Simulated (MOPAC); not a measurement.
Input file for MOPAC: PM3 on H8OSi2 (a complex), monomers drawn apart or pushed together.

```
PM3 1SCF PRECISE CHARGE=0 THREADS=1
H8OSi2

Si    -0.00624670 1     0.15045999 1     0.19760348 1
H     -0.82315555 1     1.07555603 1     1.01331539 1
H      1.37651391 1     0.65870729 1     0.08434713 1
H     -0.60913515 1    -0.00417720 1    -1.14389018 1
H      0.01719270 1    -1.17477879 1     0.86582093 1
O     -0.55110345 1    -1.39053754 1     5.48135476 1
Si    -0.09592818 1     0.13596487 1     5.91598608 1
H     -0.68550042 1    -1.57125810 1     4.54701866 1
H      1.04035163 1     0.61383005 1     5.08728094 1
H      0.31150599 1     0.05521231 1     7.33253790 1
H     -1.20507940 1     1.10977755 1     5.76859186 1
```

Output:

```
*******************************************************************************
 **                                                                           **
 **                              MOPAC v23.2.5                                **
 **                                                                           **
 *******************************************************************************
 ** MOPAC's Digital Object Identifier: https://doi.org/10.5281/zenodo.6511958 **
 **                                                                           **
 ** Please cite the open-source release paper for use of this MOPAC version:  **
 ** J. E. Moussa and J. J. P. Stewart (2026)                                  **
 ** MOPAC: An open-source semiempirical molecular orbital program             **
 ** J. Open Source Softw., 11(119), 8025, https://doi.org/10.21105/joss.08025 **
 *******************************************************************************

                              PM3 CALCULATION RESULTS

 *******************************************************************************
 *  PM3        - The PM3 Hamiltonian to be used
 *
 *
 *
 *                 CHARGE ON SYSTEM = 0
 *
 *
 *
 *  PRECISE    - TIGHTER CRITERIA TO BE USED
 *  1SCF       - DO 1 SCF AND THEN STOP
 *  THREADS=1  - MULTI-THREADING NOT USED
 *  T=         - A TIME OF 172800.0 SECONDS REQUESTED
 *  DUMP=N     - RESTART FILE WRITTEN EVERY 7200.0 SECONDS REQUESTED
 *******************************************************************************
PM3 1SCF PRECISE CHARGE=0 THREADS=1
 H8OSi2

   ATOM   CHEMICAL          X               Y               Z
  NUMBER   SYMBOL      (ANGSTROMS)     (ANGSTROMS)     (ANGSTROMS)

     1      Si         -0.00624670  *   0.15045999  *   0.19760348  *
     2       H         -0.82315555  *   1.07555603  *   1.01331539  *
     3       H          1.37651391  *   0.65870729  *   0.08434713  *
     4       H         -0.60913515  *  -0.00417720  *  -1.14389018  *
     5       H          0.01719270  *  -1.17477879  *   0.86582093  *
     6       O         -0.55110345  *  -1.39053754  *   5.48135476  *
     7      Si         -0.09592818  *   0.13596487  *   5.91598608  *
     8       H         -0.68550042  *  -1.57125810  *   4.54701866  *
     9       H          1.04035163  *   0.61383005  *   5.08728094  *
    10       H          0.31150599  *   0.05521231  *   7.33253790  *
    11       H         -1.20507940  *   1.10977755  *   5.76859186  *



          CARTESIAN COORDINATES

    NO.       ATOM           X           Y           Z

     1        Si         -0.0062      0.1505      0.1976
     2         H         -0.8232      1.0756      1.0133
     3         H          1.3765      0.6587      0.0843
     4         H         -0.6091     -0.0042     -1.1439
     5         H          0.0172     -1.1748      0.8658
     6         O         -0.5511     -1.3905      5.4814
     7        Si         -0.0959      0.1360      5.9160
     8         H         -0.6855     -1.5713      4.5470
     9         H          1.0404      0.6138      5.0873
    10         H          0.3115      0.0552      7.3325
    11         H         -1.2051      1.1098      5.7686

  H: (PM3): J. J. P. STEWART, J. COMP. CHEM. 10, 209 (1989).
  O: (PM3): J. J. P. STEWART, J. COMP. CHEM. 10, 209 (1989).
 Si: (PM3): J. J. P. STEWART, J. COMP. CHEM. 10, 209 (1989).

           Empirical Formula: H8 O Si2  =    11 atoms



      MOLECULAR POINT GROUP   :   C1


      RHF CALCULATION, NO. OF DOUBLY OCCUPIED LEVELS = 11


 -------------------------------------------------------------------------------
 PM3 1SCF PRECISE CHARGE=0 THREADS=1
 H8OSi2



     1SCF WAS SPECIFIED, SO BFGS WAS NOT USED
     SCF FIELD WAS ACHIEVED


                              PM3 CALCULATION
                                                       MOPAC v23.2.5 Linux




          FINAL HEAT OF FORMATION =        -49.00414 KCAL/MOL =    -205.03332 KJ/MOL


          COSMO AREA              =        163.40 SQUARE ANGSTROMS
          COSMO VOLUME            =        148.76 CUBIC ANGSTROMS

          IONIZATION POTENTIAL    =         10.076921 EV
          HOMO LUMO ENERGIES (EV) =        -10.077  0.604
          NO. OF FILLED LEVELS    =         11
          MOLECULAR WEIGHT        =         80.2336         POINT GROUP:  C1

          MOLECULAR DIMENSIONS (Angstroms)

            Atom       Atom       Distance
            H    10    H     4     8.52648
            H     3    H     8     3.39329
            H     5    H    11     2.84139


          SCF CALCULATIONS        =          1





   ATOM   CHEMICAL          X               Y               Z
  NUMBER   SYMBOL      (ANGSTROMS)     (ANGSTROMS)     (ANGSTROMS)

     1      Si         -0.00624670  *   0.15045999  *   0.19760348  *
     2       H         -0.82315555  *   1.07555603  *   1.01331539  *
     3       H          1.37651391  *   0.65870729  *   0.08434713  *
     4       H         -0.60913515  *  -0.00417720  *  -1.14389018  *
     5       H          0.01719270  *  -1.17477879  *   0.86582093  *
     6       O         -0.55110345  *  -1.39053754  *   5.48135476  *
     7      Si         -0.09592818  *   0.13596487  *   5.91598608  *
     8       H         -0.68550042  *  -1.57125810  *   4.54701866  *
     9       H          1.04035163  *   0.61383005  *   5.08728094  *
    10       H          0.31150599  *   0.05521231  *   7.33253790  *
    11       H         -1.20507940  *   1.10977755  *   5.76859186  *

                             CARTESIAN COORDINATES

   1   Si       -0.006246700     0.150459990     0.197603480
   2    H       -0.823155550     1.075556030     1.013315390
   3    H        1.376513910     0.658707290     0.084347130
   4    H       -0.609135150    -0.004177200    -1.143890180
   5    H        0.017192700    -1.174778790     0.865820930
   6    O       -0.551103450    -1.390537540     5.481354760
   7   Si       -0.095928180     0.135964870     5.915986080
   8    H       -0.685500420    -1.571258100     4.547018660
   9    H        1.040351630     0.613830050     5.087280940
  10    H        0.311505990     0.055212310     7.332537900
  11    H       -1.205079400     1.109777550     5.768591860


           Empirical Formula: H8 O Si2  =    11 atoms



      MOLECULAR POINT GROUP   :   C1


                  EIGENVALUES
 -35.59861 -17.15344 -16.78033 -15.54470 -13.34839 -12.74985 -11.86724 -11.85129
 -11.78981 -10.72841 -10.07692   0.60372   0.99152   1.92471   2.14519   2.19839
   2.21750   2.43681   2.52038   5.50386


              NET ATOMIC CHARGES AND DIPOLE CONTRIBUTIONS

  ATOM NO.   TYPE          CHARGE      No. of ELECS.   s-Pop       p-Pop
    1         Si           0.480280        3.5197     0.91158     2.60814
    2          H          -0.119852        1.1199     1.11985
    3          H          -0.117930        1.1179     1.11793
    4          H          -0.118714        1.1187     1.11871
    5          H          -0.123662        1.1237     1.12366
    6          O          -0.492253        6.4923     1.75097     4.74129
    7         Si           0.700541        3.2995     0.90469     2.39477
    8          H           0.198779        0.8012     0.80122
    9          H          -0.149110        1.1491     1.14911
   10          H          -0.111840        1.1118     1.11184
   11          H          -0.146238        1.1462     1.14624
 DIPOLE           X         Y         Z       TOTAL
 POINT-CHG.     0.277     1.051    -0.384     1.153
 HYBRID        -0.122    -0.216    -0.668     0.712
 SUM            0.155     0.835    -1.052     1.352


          ATOMIC ORBITAL ELECTRON POPULATIONS

     Atom    s        px        py        pz
    1 Si   0.91158   0.86965   0.86882   0.86966
    2  H   1.11985
    3  H   1.11793
    4  H   1.11871
    5  H   1.12366
    6  O   1.75097   1.91126   1.50991   1.32011
    7 Si   0.90469   0.84175   0.68785   0.86517
    8  H   0.80122
    9  H   1.14911
   10  H   1.11184
   11  H   1.14624

 **********************
 *                    *
 * JOB ENDED NORMALLY *
 *                    *
 **********************




 == MOPAC DONE ==
```

The run finished.

Cost: roughly 0.04 core-seconds.
